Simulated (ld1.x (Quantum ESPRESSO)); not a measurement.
Pseudopotential generation for gallium: PAW, PBE, scalar-relativistic.

ld1.x (Quantum ESPRESSO) 7.5 input, shortened:

```
&input
   title='Ga', zed=31., rel=1, dft='PBE', iswitch=3,
   config='[Ar] 3d10 4s2 4p1'
 /
 &inputp
   pseudotype=3, lpaw=.true., tm=.true., lloc=-1, rcloc=2.15,
   nlcc=.true.,
   which_augfun='PSQ', rmatch_augfun_nc=.true.
 /
4
4S  1  0   2.00   0.00  1.50  1.95  0.0
4S  1  0   0.00   0.30  1.50  1.95  0.0
4P  2  1   1.00   0.00  2.30  2.95  0.0
4P  2  1   0.00   0.45  2.30  2.95  0.0
 &test
   configts(1)='4s2 4p1'
 /
```

* Cutoffs needed: 6 Ry and 10 Ry (the cutoffs (Ry, on a coarse ladder) from which the occupation-weighted sum of valence levels, in a spherical-Bessel basis at the reference potential, stays within 10 and 1 mRy of its value at 400 Ry)
* Ghost test: no extra level below or beside the all-electron valence levels (s, p, d, f tested) (spherical-Bessel basis up to 400 Ry, 20 bohr box)
* Configuration tests: test run stopped at test 7 of 7 (negative rho)
* Lowest eigenvalue of the overlap operator: 0.41 (s channel)
* Density cutoff estimated by the generator: 86 Ry
